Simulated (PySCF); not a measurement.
Molecule (SMILES): O=BF.
Geometry (B3LYP-D3(BJ)/def2-TZVP, fixed):
```
B
O 1 1.2071
F 1 1.2860 2 180.00
```

How fast the lowest singlet excitation energy converges with the basis for several methods (PySCF): deviation from each method's own reference, in eV. References: CAM-B3LYP 7.943 eV, the value in d-aug-cc-pVTZ; PBE 7.291 eV, the value in d-aug-cc-pVTZ; PBE0 7.938 eV, the value in d-aug-cc-pVTZ. All functions are spherical. Density fitting with generated auxiliary sets. No added dispersion term, no relativity. Tamm-Dancoff approximation, the state taken by its order.

| basis | functions | CAM-B3LYP | PBE | PBE0 |
|---|---|---|---|---|
| 6-31G** | 42 | ? | 1.102 | 0.955 |
| cc-pVDZ | 42 | ? | 0.826 | 0.710 |
| aug-pcseg-1 | 69 | ? | 0.054 | 0.056 |
| def2-TZVPP | 93 | ? | 0.206 | 0.153 |
| d-aug-cc-pVDZ | 96 | ? | 0.023 | 0.029 |
| def2-TZVPPD | 117 | ? | 0.024 | 0.016 |
| d-aug-cc-pVTZ | 186 | ? | 0.000 | 0.000 |
| def2-QZVPPD | 195 | ? | 0.010 | 0.003 |

Task: Some entries are withheld; supply them.

Result: 
- 6-31G**, CAM-B3LYP: 0.918
- cc-pVDZ, CAM-B3LYP: 0.661
- aug-pcseg-1, CAM-B3LYP: 0.039
- def2-TZVPP, CAM-B3LYP: 0.115
- d-aug-cc-pVDZ, CAM-B3LYP: 0.016
- def2-TZVPPD, CAM-B3LYP: 0.006
- d-aug-cc-pVTZ, CAM-B3LYP: 0.000
- def2-QZVPPD, CAM-B3LYP: -0.003

Mean absolute deviation over def2-TZVPP, def2-TZVPPD: CAM-B3LYP 0.061, PBE0 0.085, PBE 0.115 eV.
